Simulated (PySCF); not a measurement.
# Spin-rotation constants: (ClGaSe)4 cubane

Geometry (Å), atoms numbered from 1 in this order:
```xyz
12

Ga    0.3996    1.9437    0.3746
Cl    0.7972    3.9392    0.7580
Se    0.7263    1.0957   -2.0613
Ga    1.6663   -0.9071   -0.6917
Cl    3.3733   -1.8350   -1.4056
Se    1.7729    0.1621    1.6754
Ga   -0.6018   -0.9042    1.7029
Cl   -1.2064   -1.8354    3.4499
Se   -2.0177    1.0957    0.8400
Ga   -1.4636   -0.1330   -1.3852
Cl   -2.9645   -0.2680   -2.8033
Se   -0.4817   -2.3536   -0.4537
```

Level of theory: PySCF, GIAO KT3/def2-SVP magnetisability, rotational g tensor and spin-rotation constants, non-relativistic, gas phase. Geometry: GFN2-xTB.

The calculation is non-relativistic, which matters for the atoms heavier than Zn.

**Question.** Give the nuclear spin-rotation constants along the inertial axes (H = +C I·J) beside the isotropic shieldings.

**Answer.** Rotational constants 0.1411, 0.1411, 0.1410 GHz. A star marks the isotopologue with that one atom substituted, in its own axes.
| atom | isotope | Caa (kHz) | Cbb (kHz) | Ccc (kHz) | mean (kHz) | σ (ppm) |
| --- | --- | --- | --- | --- | --- | --- |
| Ga1 | 69Ga | 0.205 | 0.205 | 0.205 | 0.205 | 1647.2 |
| Cl2 | 35Cl | 0.025 | 0.025 | 0.025 | 0.025 | 846.2 |
| Ga4 | 69Ga | 0.205 | 0.205 | 0.205 | 0.205 | 1647.1 |
| Cl5 | 35Cl | 0.025 | 0.025 | 0.025 | 0.025 | 846.4 |
| Ga7 | 69Ga | 0.205 | 0.205 | 0.205 | 0.205 | 1647.2 |
| Cl8 | 35Cl | 0.025 | 0.025 | 0.025 | 0.025 | 846.4 |
| Ga10 | 69Ga | 0.205 | 0.205 | 0.205 | 0.205 | 1647.0 |
| Cl11 | 35Cl | 0.025 | 0.025 | 0.025 | 0.025 | 846.6 |
| Se3 | 77Se* | 0.296 | 0.296 | 0.332 | 0.308 | 1132.9 |

Where two moments of inertia are equal or nearly so, the constants along those axes are given as their average.
For the geometry as given, no vibrational averaging.
